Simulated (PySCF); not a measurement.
# Electron correlation in In+ (indium, charge +1)

Starting occupation: [Kr] 4d10 5s2. Computed with PySCF 2.14 in x2c-TZVPPall-2c with one added diffuse shell each of s, p, d, f type (9s10p6d3f, 90 functions), with X2C-1e with screened-nucleus spin-orbit coupling, Gaussian nucleus. Frozen: [Kr]; 12 electrons correlated; the 14 highest virtual spinors left out.

MP2 pair energies summed by pair of shells (mhartree):

```
       pair  energy  share (%)
4d3/2-4d5/2  -86.96       32.2
4d5/2-4d5/2  -62.71       23.2
4d5/2-5s1/2  -43.12       15.9
4d3/2-5s1/2  -28.14       10.4
4d3/2-4d3/2  -26.39        9.8
5s1/2-5s1/2  -23.04        8.5
```

Total MP2 correlation energy: -270.36 mhartree.

The virtual space was cut to 102 spinors, which keep -270.35 of the -270.36 mhartree of MP2 correlation.

| level | correlation energy (mhartree) |
| --- | --- |
| CCSD | -263.48 |
| (T) | -6.29 |
| CCSD(T) | -269.77 |

Diagnostics: T1 = 0.013, largest double amplitude 0.084.

Cost of the coupled-cluster step: 120 s of wall time on 4 threads of AMD EPYC 9R45 96-Core Processor (shared host), for 12 occupied and 102 virtual spinors.

This basis was not built for core-valence correlation, so the inner-shell part is incomplete.
